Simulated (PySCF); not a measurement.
**Correlation energy of Al (aluminium, neutral)**

[Ne] 3s2 3p1, 2P determinant. Calculation: PySCF 2.14, in def2-SVP (4s3p1d, 18 functions); the non-relativistic Hamiltonian (point nucleus). Frozen: [Ne]; 3 electrons correlated.

MP2 pair energies summed by pair of shells (mhartree):

| pair | energy | share (%) |
| --- | --- | --- |
| 3s-3s | -18.32 | 63.1 |
| 3s-3p | -10.72 | 36.9 |

Total MP2 correlation energy: -29.04 mhartree.

Same-spin part -1.72 and opposite-spin part -27.32 mhartree; SCS-MP2 scales them by 1/3 and 6/5 to -33.36 mhartree.

```
  level  correlation energy (mhartree)
   CCSD                         -43.55
    (T)                          -0.58
CCSD(T)                         -44.13
```

Diagnostics: T1 = 0.013, D1 = 0.0265, largest double amplitude 0.117.

Cost of the coupled-cluster step: 0.12 s of wall time on 1 thread of Neoverse-N1 (shared host), for 3 correlated electrons.

Iterations:

```
CC2 = 0
CCSD nocc = (np.int64(2), np.int64(1)), nmo = (13, 13)
frozen orbitals [[0, 1, 2, 3, 4], [0, 1, 2, 3, 4]]
max_cycle = 100
direct = 0
conv_tol = 1e-08
conv_tol_normt = 1e-06
diis_space = 8
diis_start_cycle = 0
Init t2, MP2 energy = -0.0290418167663043
Init E_corr(UCCSD) = -0.0290418167663247
cycle = 1  E_corr(UCCSD) = -0.0379535627382499  dE = -0.00891174597  norm(t1,t2) = 0.0571964
cycle = 2  E_corr(UCCSD) = -0.0411251474717544  dE = -0.00317158473  norm(t1,t2) = 0.0253663
cycle = 3  E_corr(UCCSD) = -0.0435460904872636  dE = -0.00242094302  norm(t1,t2) = 0.0122116
cycle = 4  E_corr(UCCSD) = -0.0435361487971548  dE = 9.94169011e-06  norm(t1,t2) = 0.00146197
cycle = 5  E_corr(UCCSD) = -0.0435569976492003  dE = -2.0848852e-05  norm(t1,t2) = 0.00023582
cycle = 6  E_corr(UCCSD) = -0.0435486394599106  dE = 8.35818929e-06  norm(t1,t2) = 4.61667e-05
cycle = 7  E_corr(UCCSD) = -0.0435513396494394  dE = -2.70018953e-06  norm(t1,t2) = 1.34448e-05
cycle = 8  E_corr(UCCSD) = -0.0435506390871635  dE = 7.00562276e-07  norm(t1,t2) = 3.65103e-06
cycle = 9  E_corr(UCCSD) = -0.043550793199994  dE = -1.5411283e-07  norm(t1,t2) = 8.78737e-07
cycle = 10  E_corr(UCCSD) = -0.0435507671582522  dE = 2.60417418e-08  norm(t1,t2) = 1.64212e-07
cycle = 11  E_corr(UCCSD) = -0.0435507665941569  dE = 5.64095264e-10  norm(t1,t2) = 5.46134e-08
UCCSD converged
E(UCCSD) = -241.8328874045385  E_corr = -0.04355076659415693
UCCSD(T) correction = -0.000578308043289569
```
